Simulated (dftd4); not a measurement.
CH₃N₂S, doublet, geometry from GFN2-xTB; D4 for revpbe in dftd4.

The dftd4 input:
```
$ dftd4 mol.xyz --func revpbe --charge 0 --json dftd4.json --noedisp --grad

# file mol.xyz
7

N      0.91406629    -0.95725259     0.86191633
C     -0.03450728    -0.35682102     0.26787259
N     -1.31290476    -0.74035543     0.39672808
S      0.29385271     1.03075722    -0.74617794
H      1.84978886    -0.59957326     0.73958914
H     -1.52032107    -1.56769339     0.92868803
H     -2.03219825    -0.30066655    -0.14717652
```

What the program printed (banner, timings and long lists left out):

```
                    ____  _____ _____     ____  _  _
      -------------|  _ \|  ___|_   _|---|  _ \| || |------------
     |             | | | | |_    | | ___ | | | | || |_           |
     |             | |_| |  _|   | ||___|| |_| |__   _|          |
     |             |____/|_|     |_|     |____/   |_|            |
     |             ===================================           |
     |            E. Caldeweyher, S. Ehlert & S. Grimme          |
     |          Mulliken Center for Theoretical Chemistry        |
     |                    University of Bonn                     |
      -----------------------------------------------------------

Rational (Becke-Johnson) damping: revpbe-D4-ATM
---------------------
  s6         1.0000
  s8         1.7468
  s9         1.0000
  a1         0.5363
  a2         3.0726
 alp        16.0000
--------------------

Dispersion energy:      -1.7373248981333E-02 Eh

Gradient norm:           2.3958862933720E-03 Eh/a0
--------------------------------------------------
     #    Z           dE/dx      dE/dy      dE/dz
--------------------------------------------------
     1    7 N     7.643E-04 -6.509E-04  6.102E-04
     2    6 C     7.700E-05  1.048E-04 -6.917E-05
     3    7 N    -8.559E-04 -3.898E-04  2.225E-04
     4   16 S     3.946E-04  1.321E-03 -9.534E-04
     5    1 H     3.648E-04 -5.514E-05  9.745E-05
     6    1 H    -3.220E-04 -3.443E-04  1.919E-04
     7    1 H    -4.227E-04  1.398E-05 -9.936E-05
--------------------------------------------------

Virial:
--------------------------------------------------
      component           x          y          z
--------------------------------------------------
          x       7.482E-03  1.313E-03  1.480E-04
          y       1.313E-03  5.301E-03 -3.848E-03
          z       1.480E-04 -3.848E-03  2.971E-03
--------------------------------------------------

[Info] Dispersion results written to 'dftd4.txt'
[Info] JSON dump of results written to 'dftd4.json'
```
